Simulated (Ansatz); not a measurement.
Job for Ansatz (a program for electronic structure): R-r2SCAN/def2-TZVPP on HNP (SMILES [NH+]#P). Charge +1.

Ansatz 0.2 input:
```yaml
crystal:
  periodic: [false, false, false]
  atoms:
    - {symbol: N, position_ang: [0.00000000, 0.00000000, -0.90552631]}
    - {symbol: P, position_ang: [0.00000000, -0.00000000, 0.55168703]}
    - {symbol: H, position_ang: [-0.00000000, 0.00000000, -1.92012818]}
basis:
  gaussian:
    orbitals: def2-TZVPP
hamiltonian:
  xc: {name: r2SCAN}
total_charge: 1
accuracy: high
phonons: {}
scf: {lower_state_search: off}
```

It printed:

```
Functional definition: r2SCAN
[...]
these checks for a lower state are left out or cut short: stability, starts, cluster_reference, orbital_swaps, neighbouring_geometries, increment
integrals: 0.09 GiB planned
1303 factors; integrals over basis functions are off by at most 2.2e-9 eV
mean field: 0.23 GiB planned
mean field evaluation 1: about -10761.4467 eV, gradient 1.1e2 eV
mean field evaluation 2: about -10665.2087 eV, gradient 1.8e2 eV
mean field evaluation 4: about -10784.9423 eV, gradient 1.2e1 eV
mean field evaluation 8: about -10785.3045 eV, gradient 7.0e-2 eV
mean field evaluation 16: about -10785.3045 eV, gradient 3.1e-6 eV
mean field -10785.30448090 eV, -396.3526291313 hartree, gradient 6.8e-8 eV, S^2 0.000000; 0 other end points of the search recorded, 0 dependent functions left out
the calculation of the forces begins
reference -10785.30448145 eV, -396.3526291513 hartree; 11, 11 occupied and 76, 76 virtual orbitals, 1303 factors
these checks for a lower state are left out or cut short: stability, starts, cluster_reference, orbital_swaps, neighbouring_geometries, increment
integrals: 0.09 GiB planned
1303 factors; integrals over basis functions are off by at most 2.2e-9 eV
mean field: 0.23 GiB planned
mean field -10785.30446767 eV, -396.3526286450 hartree, gradient 1.2e-8 eV, S^2 0.000000; 0 other end points of the search recorded, 0 dependent functions left out
the calculation of the forces begins
reference -10785.30446822 eV, -396.3526286650 hartree; 11, 11 occupied and 76, 76 virtual orbitals, 1303 factors
these checks for a lower state are left out or cut short: stability, starts, cluster_reference, orbital_swaps, neighbouring_geometries, increment
integrals: 0.09 GiB planned
1303 factors; integrals over basis functions are off by at most 2.2e-9 eV
mean field: 0.23 GiB planned
mean field evaluation 32: about -10785.3044 eV, gradient 2.3e-1 eV
mean field -10785.30446767 eV, -396.3526286450 hartree, gradient 1.2e-8 eV, S^2 0.000000; 0 other end points of the search recorded, 0 dependent functions left out
the calculation of the forces begins
reference -10785.30446822 eV, -396.3526286650 hartree; 11, 11 occupied and 76, 76 virtual orbitals, 1303 factors
these checks for a lower state are left out or cut short: stability, starts, cluster_reference, orbital_swaps, neighbouring_geometries, increment
integrals: 0.09 GiB planned
1303 factors; integrals over basis functions are off by at most 2.2e-9 eV
mean field: 0.23 GiB planned
mean field -10785.30446767 eV, -396.3526286450 hartree, gradient 1.2e-8 eV, S^2 0.000000; 0 other end points of the search recorded, 0 dependent functions left out
the calculation of the forces begins
reference -10785.30446822 eV, -396.3526286650 hartree; 11, 11 occupied and 76, 76 virtual orbitals, 1303 factors
these checks for a lower state are left out or cut short: stability, starts, cluster_reference, orbital_swaps, neighbouring_geometries, increment
integrals: 0.09 GiB planned
1303 factors; integrals over basis functions are off by at most 2.2e-9 eV
mean field: 0.23 GiB planned
mean field -10785.30446767 eV, -396.3526286450 hartree, gradient 1.2e-8 eV, S^2 0.000000; 0 other end points of the search recorded, 0 dependent functions left out
the calculation of the forces begins
reference -10785.30446822 eV, -396.3526286650 hartree; 11, 11 occupied and 76, 76 virtual orbitals, 1303 factors
these checks for a lower state are left out or cut short: stability, starts, cluster_reference, orbital_swaps, neighbouring_geometries, increment
integrals: 0.09 GiB planned
1303 factors; integrals over basis functions are off by at most 2.2e-9 eV
mean field: 0.23 GiB planned
mean field evaluation 64: about -10785.3041 eV, gradient 1.1e-8 eV
mean field -10785.30408952 eV, -396.3526147480 hartree, gradient 1.2e-8 eV, S^2 0.000000; 0 other end points of the search recorded, 0 dependent functions left out
the calculation of the forces begins
reference -10785.30409006 eV, -396.3526147681 hartree; 11, 11 occupied and 76, 76 virtual orbitals, 1303 factors
these checks for a lower state are left out or cut short: stability, starts, cluster_reference, orbital_swaps, neighbouring_geometries, increment
integrals: 0.09 GiB planned
1303 factors; integrals over basis functions are off by at most 2.2e-9 eV
mean field: 0.23 GiB planned
mean field -10785.30408889 eV, -396.3526147251 hartree, gradient 1.2e-8 eV, S^2 0.000000; 0 other end points of the search recorded, 0 dependent functions left out
the calculation of the forces begins
reference -10785.30408944 eV, -396.3526147452 hartree; 11, 11 occupied and 76, 76 virtual orbitals, 1303 factors
these checks for a lower state are left out or cut short: stability, starts, cluster_reference, orbital_swaps, neighbouring_geometries, increment
integrals: 0.09 GiB planned
1303 factors; integrals over basis functions are off by at most 2.2e-9 eV
mean field: 0.23 GiB planned
mean field -10785.30447867 eV, -396.3526290493 hartree, gradient 1.0e-8 eV, S^2 0.000000; 0 other end points of the search recorded, 0 dependent functions left out
the calculation of the forces begins
reference -10785.30447922 eV, -396.3526290694 hartree; 11, 11 occupied and 76, 76 virtual orbitals, 1303 factors
these checks for a lower state are left out or cut short: stability, starts, cluster_reference, orbital_swaps, neighbouring_geometries, increment
integrals: 0.09 GiB planned
1303 factors; integrals over basis functions are off by at most 2.2e-9 eV
mean field: 0.23 GiB planned
mean field -10785.30447867 eV, -396.3526290493 hartree, gradient 1.0e-8 eV, S^2 0.000000; 0 other end points of the search recorded, 0 dependent functions left out
the calculation of the forces begins
reference -10785.30447922 eV, -396.3526290694 hartree; 11, 11 occupied and 76, 76 virtual orbitals, 1303 factors
these checks for a lower state are left out or cut short: stability, starts, cluster_reference, orbital_swaps, neighbouring_geometries, increment
integrals: 0.09 GiB planned
1303 factors; integrals over basis functions are off by at most 2.2e-9 eV
mean field: 0.23 GiB planned
mean field evaluation 96: about -10785.3045 eV, gradient 7.5e-5 eV
mean field -10785.30447867 eV, -396.3526290493 hartree, gradient 1.0e-8 eV, S^2 0.000000; 0 other end points of the search recorded, 0 dependent functions left out
the calculation of the forces begins
reference -10785.30447922 eV, -396.3526290694 hartree; 11, 11 occupied and 76, 76 virtual orbitals, 1303 factors
these checks for a lower state are left out or cut short: stability, starts, cluster_reference, orbital_swaps, neighbouring_geometries, increment
integrals: 0.09 GiB planned
1303 factors; integrals over basis functions are off by at most 2.2e-9 eV
mean field: 0.23 GiB planned
mean field -10785.30447867 eV, -396.3526290493 hartree, gradient 1.0e-8 eV, S^2 0.000000; 0 other end points of the search recorded, 0 dependent functions left out
the calculation of the forces begins
reference -10785.30447922 eV, -396.3526290694 hartree; 11, 11 occupied and 76, 76 virtual orbitals, 1303 factors
these checks for a lower state are left out or cut short: stability, starts, cluster_reference, orbital_swaps, neighbouring_geometries, increment
integrals: 0.09 GiB planned
1303 factors; integrals over basis functions are off by at most 2.2e-9 eV
mean field: 0.23 GiB planned
mean field -10785.30423679 eV, -396.3526201603 hartree, gradient 1.3e-8 eV, S^2 0.000000; 0 other end points of the search recorded, 0 dependent functions left out
the calculation of the forces begins
reference -10785.30423734 eV, -396.3526201804 hartree; 11, 11 occupied and 76, 76 virtual orbitals, 1303 factors
these checks for a lower state are left out or cut short: stability, starts, cluster_reference, orbital_swaps, neighbouring_geometries, increment
integrals: 0.09 GiB planned
1303 factors; integrals over basis functions are off by at most 2.2e-9 eV
mean field: 0.23 GiB planned
mean field evaluation 128: about -10785.3042 eV, gradient 1.2e-8 eV
mean field -10785.30423452 eV, -396.3526200767 hartree, gradient 1.2e-8 eV, S^2 0.000000; 0 other end points of the search recorded, 0 dependent functions left out
the calculation of the forces begins
reference -10785.30423506 eV, -396.3526200967 hartree; 11, 11 occupied and 76, 76 virtual orbitals, 1303 factors
these checks for a lower state are left out or cut short: stability, starts, cluster_reference, orbital_swaps, neighbouring_geometries, increment
integrals: 0.09 GiB planned
1303 factors; integrals over basis functions are off by at most 2.2e-9 eV
mean field: 0.23 GiB planned
mean field -10785.30447631 eV, -396.3526289623 hartree, gradient 7.6e-8 eV, S^2 0.000000; 0 other end points of the search recorded, 0 dependent functions left out
the calculation of the forces begins
reference -10785.30447685 eV, -396.3526289823 hartree; 11, 11 occupied and 76, 76 virtual orbitals, 1303 factors
these checks for a lower state are left out or cut short: stability, starts, cluster_reference, orbital_swaps, neighbouring_geometries, increment
integrals: 0.09 GiB planned
1303 factors; integrals over basis functions are off by at most 2.2e-9 eV
mean field: 0.23 GiB planned
mean field -10785.30447631 eV, -396.3526289623 hartree, gradient 7.6e-8 eV, S^2 0.000000; 0 other end points of the search recorded, 0 dependent functions left out
the calculation of the forces begins
reference -10785.30447685 eV, -396.3526289823 hartree; 11, 11 occupied and 76, 76 virtual orbitals, 1303 factors
these checks for a lower state are left out or cut short: stability, starts, cluster_reference, orbital_swaps, neighbouring_geometries, increment
integrals: 0.09 GiB planned
1303 factors; integrals over basis functions are off by at most 2.2e-9 eV
mean field: 0.23 GiB planned
mean field -10785.30447631 eV, -396.3526289623 hartree, gradient 7.6e-8 eV, S^2 0.000000; 0 other end points of the search recorded, 0 dependent functions left out
the calculation of the forces begins
reference -10785.30447685 eV, -396.3526289823 hartree; 11, 11 occupied and 76, 76 virtual orbitals, 1303 factors
these checks for a lower state are left out or cut short: stability, starts, cluster_reference, orbital_swaps, neighbouring_geometries, increment
integrals: 0.09 GiB planned
1303 factors; integrals over basis functions are off by at most 2.2e-9 eV
mean field: 0.23 GiB planned
mean field -10785.30447631 eV, -396.3526289623 hartree, gradient 7.6e-8 eV, S^2 0.000000; 0 other end points of the search recorded, 0 dependent functions left out
the calculation of the forces begins
reference -10785.30447685 eV, -396.3526289823 hartree; 11, 11 occupied and 76, 76 virtual orbitals, 1303 factors
these checks for a lower state are left out or cut short: stability, starts, cluster_reference, orbital_swaps, neighbouring_geometries, increment
integrals: 0.09 GiB planned
1303 factors; integrals over basis functions are off by at most 2.2e-9 eV
mean field: 0.23 GiB planned
mean field evaluation 160: about -10785.3043 eV, gradient 4.0e-5 eV
mean field -10785.30434202 eV, -396.3526240275 hartree, gradient 1.9e-8 eV, S^2 0.000000; 0 other end points of the search recorded, 0 dependent functions left out
the calculation of the forces begins
reference -10785.30434257 eV, -396.3526240475 hartree; 11, 11 occupied and 76, 76 virtual orbitals, 1303 factors
these checks for a lower state are left out or cut short: stability, starts, cluster_reference, orbital_swaps, neighbouring_geometries, increment
integrals: 0.09 GiB planned
1303 factors; integrals over basis functions are off by at most 2.2e-9 eV
mean field: 0.23 GiB planned
mean field -10785.30434490 eV, -396.3526241331 hartree, gradient 2.0e-8 eV, S^2 0.000000; 0 other end points of the search recorded, 0 dependent functions left out
the calculation of the forces begins
reference -10785.30434544 eV, -396.3526241532 hartree; 11, 11 occupied and 76, 76 virtual orbitals, 1303 factors
Total energy: -10785.30448145 eV, -396.3526291513 hartree
Atom 0 at     0.000000     0.000000    -0.905526 Å, force    -0.000000    -0.000000     0.000286 eV/Å
Atom 1 at     0.000000     0.000000     0.551687 Å, force     0.000000     0.000000    -0.000005 eV/Å
Atom 2 at     0.000000     0.000000    -1.920128 Å, force    -0.000000     0.000000    -0.000282 eV/Å
Dipole moment:     0.000000    -0.000000    -0.040982 e Å
Vibrations: 696.76 696.76 1441.51 3593.04 cm⁻¹, zero-point energy 0.398489 eV
Checks for a lower state left out: stability, starts, cluster_reference, orbital_swaps, neighbouring_geometries, increment
```

The run converged.

Cost: about 90 core-seconds (a rough figure).
